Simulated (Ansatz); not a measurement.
The lowest singlet and triplet of C4H4 (SMILES C1=CC=C1); geometries from B3LYP-D3(BJ)/def2-TZVP, each state relaxed from the structure named, with no frequency check.
Singlet (charge 0, multiplicity 1):
```xyz
8

C      1.0215    -0.1397     0.0194
C      0.3074     0.9791     0.1012
C     -1.0215     0.1397    -0.0194
C     -0.3074    -0.9791    -0.1012
H      2.0744    -0.3774     0.0307
H      0.5391     2.0281     0.2065
H     -2.0744     0.3774    -0.0307
H     -0.5391    -2.0281    -0.2065
```
Triplet (charge 0, multiplicity 3):
```xyz
8

C      0.99183    -0.22246     0.01074
C      0.22038     0.98738     0.09920
C     -0.99183     0.22246    -0.01074
C     -0.22038    -0.98738    -0.09920
H      2.04373    -0.45839     0.02213
H      0.45412     2.03456     0.20441
H     -2.04373     0.45839    -0.02213
H     -0.45412    -2.03456    -0.20441
```

A positive gap puts the triplet lower; no zero-point energy. R- takes a restricted singlet. U- takes an unrestricted singlet (broken symmetry where lower, unprojected). The triplet is unrestricted in single-reference levels.

Cores are frozen in the correlated methods.

Programs: Ansatz (a program for electronic structure). Each number belongs to the level named beside it.

### Question
One of these levels gives -11.20 kcal/mol for the gap E(singlet) − E(triplet), adiabatic. Which?
(A) R-wB97M-V/def2-TZVPP
(B) R-SCS-MP2/cc-pVDZ
(C) U-B3LYP/def2-TZVPP
(D) R-PBE0/def2-TZVPP

### Answer
B, R-SCS-MP2/cc-pVDZ. The others give -5.84 (U-B3LYP/def2-TZVPP), -2.98 (R-PBE0/def2-TZVPP), -10.26 (R-wB97M-V/def2-TZVPP)

Doubts at one or more of the structures used: a restricted determinant that unrestricted orbitals would lower (R-SCS-MP2/cc-pVDZ).
